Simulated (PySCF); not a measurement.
C₅H₁₀O, SMILES CCOC1CC1.

Coordinates come from a r2SCAN-D4/def2-SVP optimisation. Other conformers were not sampled.

Computed with PySCF 2.14.0 with TDA-PBE0/def2-SVPD.

Vertical excitations. 

Q: Give excitation energies, oscillator strengths and character. (The exact figures need the calculation; the answer reports its results.)

A: 
```
state  energy (eV)  λ (nm)      f                                                main pairs
-----  -----------  ------  -----  --------------------------------------------------------
S1            6.94     179  0.013                                            HOMO→LUMO 95 %
S2            7.36     169  0.015                        HOMO→LUMO+1 61 %, HOMO→LUMO+2 32 %
S3            7.51     165  0.019                        HOMO→LUMO+2 64 %, HOMO→LUMO+1 31 %
S4            7.64     162  0.020                                          HOMO→LUMO+3 95 %
S5            7.97     156  0.013                      HOMO−1→LUMO 80 %, HOMO−1→LUMO+1 16 %
S6            8.33     149  0.009  HOMO−1→LUMO+1 55 %, HOMO−1→LUMO+2 18 %, HOMO−1→LUMO 13 %
T1            6.79     183      0                                            HOMO→LUMO 90 %
T2            7.20     172      0                        HOMO→LUMO+1 50 %, HOMO→LUMO+2 36 %
```
Triplets are in the Tamm–Dancoff approximation.
